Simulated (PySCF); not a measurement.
Al(F)(Cl)(vinyl) (C₂H₃AlClF), SMILES [F][Al]([Cl])[CH]=C. Geometry optimised at PBE-D3(BJ)/def2-SVP. The structure was generated by enumeration; whether it is a known compound was not checked. The values are those of a single conformer.

Computed equilibrium geometry at PBE-D3(BJ)/def2-SVP (PySCF confirms it by a frequency run) as a Z-matrix, and its point group (one conformer of several):
point group Cs.
```
C
C 1 1.3524
H 2 1.1049 1 121.89
H 2 1.1056 3 115.72 1 -180.00
H 1 1.1061 2 117.94 3 -180.00
Al 1 1.9313 5 121.57 2 -180.00
F 6 1.6738 1 122.60 5 0.00
Cl 6 2.1077 7 117.30 1 180.00
```
Charge 0, spin multiplicity 1.
